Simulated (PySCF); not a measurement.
Species: C₇H₈FSi (doublet state).
Structure used (GFN2-xTB), in Å, numbered top down from 1:
```xyz
17
C7H8FSi angstrom
F     -3.2046   -1.1312    0.8695
C     -2.1651   -1.3795    0.0095
C     -1.0155   -0.4287    0.2072
C     -1.0479    0.5529    1.1904
C      0.0355    1.4098    1.3379
C      1.1348    1.2972    0.5184
C      1.1949    0.3091   -0.4807
Si     2.6407    0.1799   -1.6077
C      0.0908   -0.5461   -0.6142
H     -2.5713   -1.2952   -1.0062
H     -1.8522   -2.4161    0.1876
H     -1.9109    0.6448    1.8305
H      0.0108    2.1705    2.1050
H      1.9692    1.9734    0.6420
H      2.7388   -0.9461   -2.5144
H      3.8410    0.9346   -1.3116
H      0.1041   -1.3173   -1.3730
```

The hyperfine couplings belong to this conformer and change with its torsions.

As a line formula: `FCc1cccc([SiH2])c1` [radical].

Method used: PySCF, UKS B3LYP, pcH-1 on C F H Si, non-relativistic, mean-field spin-orbit, GIAO. One conformer (not necessarily the lowest) at the GFN2-xTB geometry, without solvent, vibrations or thermal averaging. The geometry wasn't refined by DFT: couplings that depend on bond lengths, twists or pyramidal angles can differ widely from those at the functional's own minimum, by a factor of two or more for some ions and for spin on atoms past the first row. Stability of the SCF solution: not tested.

Computed for the main isotopes (class means, splittings of 0.05 mT or more): g = 2.0036; H15/H16 1H -35.2 MHz (1.25 mT); H12 1H -8.3 MHz (0.29 mT); H17 1H -7.5 MHz (0.27 mT); H14 1H -7.0 MHz (0.25 mT); H10/H11 1H -4.5 MHz (0.16 mT); H13 1H +2.9 MHz (0.10 mT); 144 first-order lines, 3.74 mT wide. Two of these splittings differ by less than 0.03 mT, so with lines wider than that fewer lines would be seen.

What changes when 1H at H14 is replaced by 2H?

At a fixed geometry a is proportional to g_N: 0.85744/5.58569 = 0.1535, so a goes from -7.0 to -1.1 MHz (0.038 mT). The spin goes from 1/2 to 1, so the 1:1 doublet becomes a 1:1:1 triplet. The spectrum then has 216 first-order lines over 3.57 mT, counting the new splitting although it is under 0.05 mT.

Give position and intensity of the satellites from 29Si at Si8.

a = -184.6 MHz, or 6.58 mT in magnitude, and I = 1/2, so to first order each main line has two satellites, at ±3.29 mT. The isotope's abundance is about 4.7 %, shared among 2 lines, so each has 2.5 % of the main line's intensity. At 340 mT second-order shifts move them to lower field by up to 0.03 mT.

Give position and intensity of the satellites from 13C at C7.

a = -19.5 MHz, or 0.70 mT in magnitude, and I = 1/2, so to first order each main line has two satellites, at ±0.35 mT. The isotope's abundance is about 1.07 %, shared among 2 lines, so each has 0.54 % of the main line's intensity.

Class means assume fast exchange of nuclei equivalent by connectivity; if that motion is slow, each nucleus keeps its own coupling.
